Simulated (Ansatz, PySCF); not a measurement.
C$_{2}$H$_{10}$AlNSSi, singlet, geometry from GFN2-xTB (such geometries of metal compounds can be far from the true shape), atoms displaced at random by about 0.08 Å a coordinate. Base run: PySCF with PBE/STO-3G, gradient.

Here is a job for PySCF.
```python
from pyscf import gto, scf, dft

mol = gto.M(
    atom='''
Si    1.84541873   -0.55432036    0.44467747
N     1.96031720    0.75051572    1.26607772
S    -0.16499229   -1.29688609    0.32390240
Al   -1.25662504    0.40812969   -0.49006714
C    -0.13570583    1.75557608   -1.53330453
C    -3.21346521    0.25176014   -0.26537639
H     2.37851433   -0.14577549   -0.83538601
H     2.49443493   -1.82645746    0.91511970
H     2.82300051    1.20542535    1.56911125
H     1.38224360    0.88921744    2.08249809
H     0.08926317    1.44495329   -2.40631525
H     0.44146913    2.23462725   -0.75864303
H    -0.90064052    2.64796606   -1.75505260
H    -3.78872911    0.65529763   -0.99296771
H    -3.52165260   -0.85206751   -0.27910916
H    -3.71762490    0.70354224    0.55167138
''',
    basis='sto-3g',
    verbose=4,
)

mf = dft.RKS(mol)
mf.xc = 'pbe'
mf.kernel()
g = mf.nuc_grad_method()
grad = g.kernel()
```

Programs used: Ansatz (a first-principles code), PySCF; a row that names a program was run with it.

The coordinate followed is x of atom 14.

Variants of this job, named by their change:

```csv
change,dE/dx (Eh/bohr),net force (Eh/bohr)
base,0.036602,0.000019
grids.level = 5; grid_response = on,0.036603,0.000000
grids.level = 5; grid_response = off,0.036603,0.000013
grids.level = 1; grid_response = off,0.036602,0.000503
density fitting = on; auxbasis_response = off,0.036631,0.002405
finite difference step (bohr) = 1e-3; conv_tol = 1e-11,0.036602,-
conv_tol = 1e-4,0.036531,0.000019
finite difference step (bohr) = 1e-5; conv_tol = 1e-11,0.036602,-
code = ansatz,0.036602,0.000000
grids.level = 0; grid_response = on,0.035984,0.000000
grids.level = 0; grid_response = off,0.037469,0.010429
finite difference step (bohr) = 1e-4; conv_tol = 1e-11,0.036602,-
```

The net force is zero for an exact gradient.
